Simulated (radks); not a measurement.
Values are calculated unless marked as measured or tabulated.
Problem. Species: Cd II. Configuration: [Kr] 4d9 5s2 (not the ground configuration). Code: a radial shooting solver on a logarithmic mesh with Libxc functionals. Model: Dirac Kohn-Sham, LDA (Slater exchange, Perdew-Wang correlation), spin-unpolarised, spherical densities, finite nucleus; open shells are shared between the two j in proportion to 2j + 1; Fermi nuclear charge, rms radius 4.6087 fm. Some entries of the table are withheld. Estimate them.

orbital  occ.  eigenvalue (hartree)  r(max) (bohr)  <r> (bohr)
1s1/2       2             -973.4933        0.01970     0.03043
2s1/2       2                   (1)         0.1115      0.1314
2p1/2       2             -135.0881        0.08598      0.1113
2p3/2       4             -128.0260        0.09033      0.1164
3s1/2       2             -27.43352         0.3244      0.3587
3p1/2       2                   (2)         0.3106      0.3498
3p3/2       4                   (3)         0.3207      0.3609
3d3/2       4             -15.14860         0.2637         (4)
3d5/2       6             -14.89194         0.2666         (5)
4s1/2       2              -4.39724         0.7938      0.8756
4p1/2       2              -3.11525         0.8258         (6)
4p3/2       4              -2.89569         0.8509         (7)
4d3/2     3.6              -0.92617         0.9647       1.222
4d5/2     5.4              -0.89845         0.9752       1.239
5s1/2       2              -0.54930          2.162       2.522
5p1/2       0              -0.32668          2.612       3.118
5p3/2       0              -0.31113          2.706       3.222
6s1/2       0              -0.13041          5.837       6.495
5d3/2       0              -0.09458          4.826       5.979
5d5/2       0              -0.09376          4.869       6.029
4f5/2       0              -0.03319          13.94       15.78
4f7/2       0              -0.03319          13.94       15.78

Solution. 
(1) 2s1/2 eigenvalue (hartree): -144.9791
(2) 3p1/2 eigenvalue (hartree): -23.46380
(3) 3p3/2 eigenvalue (hartree): -22.20238
(4) 3d3/2 <r> (bohr): 0.3328
(5) 3d5/2 <r> (bohr): 0.3364
(6) 4p1/2 <r> (bohr): 0.9329
(7) 4p3/2 <r> (bohr): 0.9636
